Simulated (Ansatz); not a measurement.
Gas-phase electronic energies from Ansatz, PBE0-D4/def2-TZVP geometries. CBS: MP2 limit from def2 TZ/QZ plus the TZ coupled-cluster correction, frozen cores. This one scheme is used for every species. DFT in def2-TZVPP. B3LYP here is the variant with VWN-RPA as its local correlation; programs differ in this. One conformer a species, not always the lowest.

Reaction (ligand exchange at the Si–O bond): `CO[SiH](C)O` + CH₃NH₂ → `CN[SiH](C)O` + CH₃OH

| level | ΔE (kJ/mol) | difference from CCSD(T)/CBS |
| --- | --- | --- |
| PBE-D4 | 41.6 | -4.0 |
| r2SCAN-D4 | 47.5 | 1.9 |
| PBE0-D4 | 42.5 | -3.1 |
| B3LYP-D4 | 46.3 | 0.7 |
| ωB97X-V | 46.4 | 0.8 |
| ωB97M-V | 46.1 | 0.5 |
| B2PLYP | 48.9 | 3.3 |
| PBE | 43.5 | -2.1 |
| r2SCAN | 48.1 | 2.5 |
| PBE0 | 44.3 | -1.3 |
| B3LYP | 49.4 | 3.8 |
| HF/def2-TZVPP | 54.8 | 9.2 |
| MP2/def2-TZVPP | 45.9 | 0.3 |
| SCS-MP2/def2-TZVPP | 47.7 | 2.1 |
| CCSD/def2-TZVPP | 47.6 | 2.0 |
| CCSD(T)/def2-TZVPP | 46.8 | 1.2 |
| HF/def2-QZVPP | 55.3 | 9.7 |
| MP2/def2-QZVPP | 45.4 | -0.2 |
| SCS-MP2/def2-QZVPP | 47.1 | 1.5 |
| HF/CBS(def2) | 55.4 | 9.8 |
| MP2/CBS(def2) | 44.7 | -0.9 |
| CCSD/CBS(def2) | 46.4 | 0.8 |
| CCSD(T)/CBS | 45.6 | 0 |

Largest T1 diagnostic among the species: 0.011.

In def2-TZVPP, CCSD(T) changes the Hartree–Fock value by −8.1 kJ/mol (the triples alone add −0.8 kJ/mol) and MP2 by −9.0 kJ/mol. The D4 term adds −3.1 kJ/mol with B3LYP and −1.8 kJ/mol with PBE0; it sums over pairs of atoms, weighted by their polarisabilities, and B3LYP, whose exchange is more repulsive, gets the larger term.
